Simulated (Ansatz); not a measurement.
Mulliken charges of AsCl3H3In (`[Cl][In-]([Cl])([Cl])[AsH3+]`) from r2SCAN/def2-TZVPP in Ansatz (PBE0-D4/def2-TZVP geometry).

```csv
atom,x (Å),y (Å),z (Å),charge (e)
Cl1,-0.789,-2.097,1.955,-0.381
In2,0.456,-1.481,0.092,0.930
Cl3,2.735,-1.122,0.378,-0.382
Cl4,-0.277,-2.201,-1.993,-0.382
As5,-0.354,1.195,-0.087,0.105
H6,-1.341,1.721,0.919,0.037
H7,0.694,2.268,0.026,0.037
H8,-1.032,1.659,-1.347,0.037
```

**Question.** By hand: the dipole of these point charges (1 e Å = 4.8032 D).

**Answer.** Σ q r = (-0.314, 1.025, -0.066) e Å, of length 1.074 e Å = 5.16 D.

**Question.** How does the dipole of the full density compare? (An estimate is asked.)

**Answer.** The calculation gave: (-0.349, 1.148, -0.077) e Å, 5.78 D; the point charges give 0.89 times that, at 0° from its direction.

Point charges leave out the atoms' own dipoles, such as those of lone pairs, and Mulliken's split depends on the basis, so the close match here is no proof of good charges.
